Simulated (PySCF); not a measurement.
Isomers C₇H₇FO:

A. `C=C(C)c1ccc(F)o1`
B. `O=CC1=CCC(F)=CC1`
C. SMILES COc1ccccc1F

Spectrum 1. 1H NMR (300 MHz, computed): δ 7.40 (m, 1H), 7.29 (m, 1H), 7.14 (m, 1H), 6.86 (m, 1H), 3.96 (s, 3H). 13C{1H} NMR (computed): δ 162.6 (C), 155.3 (C), 128.8 (CH), 125.3 (CH), 122.7 (CH), 115.0 (CH), 55.6 (CH3).

Spectrum 2. 1H NMR (300 MHz, computed): δ 6.39 (m, 1H), 5.83 (br s, 1H), 5.71 (m, 1H), 5.23 (br s, 1H), 2.06 (s, 3H). 13C{1H} NMR (computed): δ 168.2 (C), 150.8 (C), 139.4 (C), 115.6 (CH2), 114.3 (CH), 91.2 (CH), 21.1 (CH3).

Spectrum 3. 1H NMR (300 MHz, computed): δ 9.71 (s, 1H), 6.69 (m, 1H), 5.66 (m, 1H), 3.35 (m, 2H), 3.21 (m, 2H). 13C{1H} NMR (computed): δ 196.1 (CH), 165.1 (C), 151.8 (CH), 145.3 (C), 107.6 (CH), 32.6 (CH2), 27.6 (CH2).

[PySCF 2.14: shieldings: GIAO PBE0/pcSseg-1; structure optimised with GFN2-xTB; in vacuum; no relativistic terms; rapidly exchanging positions averaged; one computed conformer]

Chemical shifts δ = σref − σ; 1H, 13C vs TMS, all at this level. Splittings of carbon signals by F and P are missing where no couplings were computed. Where no couplings were computed, multiplicities follow the n + 1 count of equivalent neighbours, and m marks all less simple cases (inequivalent or close neighbours, rings, F or P nearby). Shifts are as computed. Against solution values, carbons near 30 ppm lie about +3 ppm off and those near 130 ppm about +5 ppm. Of 1211 compounds with measured shifts, 218 miss one by over three times the rms of a fit or turn the order of signals round; such compounds aren't used in these exercises.

Q: Match each spectrum to its structure.

A: 1–C, 2–A, 3–B.

- Spectrum 1 (C): 7 13C signals; δC 162.6 is an aromatic carbon bearing fluorine; δC 155.3 is an aromatic carbon bearing oxygen.
- Spectrum 2 (A): 7 13C signals; δC 168.2 is an aromatic carbon bearing fluorine; δC 139.4 is a fully substituted alkene carbon.
- Spectrum 3 (B): 7 13C signals; δC 196.1 is an aldehyde carbonyl carbon; δC 151.8 is a β carbon of a C=C–C=O unit.
